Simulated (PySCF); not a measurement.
CH3Cl2NSi2, SMILES Cl[Si]1(N=C[SiH2]1)Cl.

Geometry optimised at B3LYP-D3(BJ)/def2-SVP. This is a generated structure with no PubChem entry under its InChIKey; it may be hypothetical.

Vertical ionisation energy (IE) and electron affinity (EA) in eV. Rows of orbital energies are one-electron estimates. Where ΔSCF, EOM or ADC give a negative EA the extra electron is unbound and the value depends on the basis.

```csv
level,IE,EA
"−ε(HOMO), −ε(LUMO), B3LYP/def2-TZVP (PySCF)",7.10,1.89
"−ε(HOMO), −ε(LUMO), PBE/def2-TZVP (PySCF)",5.99,2.78
```
